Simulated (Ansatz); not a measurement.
Species: CH5GaN, charge 1, singlet. CH5GaN+ (SMILES [CH3][Ga+][NH2]).
B3LYP-D3(BJ)/def2-TZVP minimum from Ansatz (a program for electronic structure):
```xyz
8

Ga     0.0051    -0.0217     0.0164
C     -0.2895     1.5124    -1.0960
H     -1.1382     2.0668    -0.6953
H     -0.5117     1.1634    -2.1046
H      0.6097     2.1266    -1.0910
N      0.2723    -1.4296     1.0349
H      0.6047    -2.3168     0.6827
H      0.1076    -1.4349     2.0322
```
Charge +1, spin multiplicity 1.

Total energies in cc-pVDZ, 16 correlated electrons, 16 frozen orbitals. Open shells are spin-unrestricted; no spin-orbit coupling. Cores are frozen in correlated methods (noble-gas shells, and filled d and f shells in the p block). No relativity. The spin of CH5GaN+ ([CH3][Ga+][NH2], singlet) was assumed, and the state is the lowest solution found for it.

```json
[
 {"method": "HF", "program": "Ansatz", "energy (Eh)": "-2018.22381", "minus CCSDT(Q) (mEh)": "409.34"},
 {"method": "MP2", "program": "Ansatz", "energy (Eh)": "-2018.58878", "minus CCSDT(Q) (mEh)": "44.38"},
 {"method": "CCSD", "program": "Ansatz", "energy (Eh)": "-2018.62035", "minus CCSDT(Q) (mEh)": "12.81"},
 {"method": "CCSD(T)", "program": "Ansatz", "energy (Eh)": "-2018.63133", "minus CCSDT(Q) (mEh)": "1.82"},
 {"method": "CCSDT(Q)", "program": "Ansatz", "energy (Eh)": "-2018.63316", "minus CCSDT(Q) (mEh)": "0.00"}
]
```

Rough core times of Ansatz's runs on a shared machine: CCSD(T) under 20 s, CCSDT(Q) 5 min.
